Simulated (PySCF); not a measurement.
First SCF of a structure search on triplet TaOCl, at a hand-made bent geometry. PySCF input:

```python
from pyscf import gto, scf, dft
mol = gto.M(atom='''
Ta     0.000000     0.000000     0.000000
O     -1.499000     0.000000     1.049600
Cl     2.006900     0.000000     1.405300''',
    basis={'Ta': 'def2-TZVP', 'O': 'def2-TZVP', 'Cl': 'def2-TZVP'},
    ecp={'Ta': 'def2-TZVP'},
    charge=0, spin=2)
mf = dft.UKS(mol, xc='PBE0')
mf.grids.atom_grid = (50, 194)
aux = {'Ta': 'def2-universal-JKFIT', 'O': 'def2-universal-JKFIT', 'Cl': 'def2-universal-JKFIT'}
mf = mf.density_fit(auxbasis=aux)
mf.conv_tol = 1e-08
mf.diis_space = 10
mf.max_cycle = 60
mf.init_guess = 'minao'
mf.verbose = 4
mf.kernel()
```

Excerpt of the output (cycles alone):

```
init E= -573.25159168869
cycle= 1 E= -592.071637994238  delta_E= -18.8  |g|= 0.667  |ddm|= 4.16
cycle= 2 E= -589.022170485912  delta_E= 3.05  |g|= 2.52  |ddm|= 1.66
cycle= 3 E= -592.201991639618  delta_E= -3.18  |g|= 0.35  |ddm|=  1.4
cycle= 4 E= -592.247391958246  delta_E= -0.0454  |g|= 0.231  |ddm|= 0.532
cycle= 5 E= -592.271633075265  delta_E= -0.0242  |g|= 0.062  |ddm|= 0.187
cycle= 6 E= -592.273413436269  delta_E= -0.00178  |g|= 0.0254  |ddm|= 0.0516
cycle= 7 E= -592.273843265991  delta_E= -0.00043  |g|= 0.00726  |ddm|= 0.0289
cycle= 8 E= -592.273946118235  delta_E= -0.000103  |g|= 0.0039  |ddm|= 0.0237
cycle= 9 E= -592.273983934065  delta_E= -3.78e-05  |g|= 0.0015  |ddm|= 0.0144
cycle= 10 E= -592.273994470489  delta_E= -1.05e-05  |g|= 0.00059  |ddm|= 0.0106
cycle= 11 E= -592.273995082474  delta_E= -6.12e-07  |g|= 0.00032  |ddm|= 0.00206
cycle= 12 E= -592.273995215421  delta_E= -1.33e-07  |g|= 0.000122  |ddm|= 0.000496
cycle= 13 E= -592.273995279126  delta_E= -6.37e-08  |g|= 5.47e-05  |ddm|= 0.000587
cycle= 14 E= -592.273995290628  delta_E= -1.15e-08  |g|= 2.3e-05  |ddm|= 0.000245
cycle= 15 E= -592.273995292877  delta_E= -2.25e-09  |g|= 5.15e-06  |ddm|= 0.000138
Extra cycle  E= -592.273995292911  delta_E= -3.37e-11  |g|= 8.59e-06  |ddm|= 1.59e-05
converged SCF energy = -592.273995292911  <S^2> = 2.0239683  2S+1 = 3.0159365
```

No lower solution of this spin was found from smeared starts or by a stability analysis within the unrestricted form.

Other spin states or occupations of the open shell can lie lower. No spin–orbit coupling is included, which matters more the heavier the element.

The search for the lowest solution, 3 starts and the stability check together, took 17 s on 4 threads of a shared Intel Xeon @ 2.70GHz host, with 108 basis functions; the process peaked at 0.4 GiB.
